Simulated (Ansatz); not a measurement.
Reaction (cleavage of the Si–Si bond): `BO[SiH2][SiH2]O` + `N=CF` → `O[SiH2]/N=C/F` + `BO[SiH3]`

Computed with Ansatz on PBE0-D4/def2-TZVP structures; ΔE is electronic, products minus reactants. CBS: MP2 limit from def2 TZ/QZ plus the TZ coupled-cluster correction, frozen cores. This one scheme is used for every species. Functionals use def2-TZVPP. HSE06 is defined as in plane-wave codes. Each species was taken in one conformer, which may not be the lowest.

CCSD(T)/CBS gives -79.0 kJ/mol.

(1) Another level gave -76.3 kJ/mol. Which?
A. CCSD/def2-TZVPP
B. ωB97X-V/def2-TZVPP
C. HF/def2-TZVPP
D. HSE06/def2-TZVPP

Largest T1 diagnostic among the species: 0.013.

Answers

(1) B. ωB97X-V -76.3, HF/def2-TZVPP -95.0, HSE06 -68.1, CCSD/def2-TZVPP -80.3 kJ/mol.

From BLYP to BHLYP (50 % exact exchange), in def2-TZVPP and without D4, ΔE moves by −11.4 kJ/mol. In def2-TZVPP, CCSD(T) changes the Hartree–Fock value by +15.6 kJ/mol (the triples alone add +1.0 kJ/mol) and MP2 by +4.8 kJ/mol.

CCSD(T)/CBS has its own doubt, a few kJ/mol and more with outer-core shells, so smaller differences from it don't rank the levels.
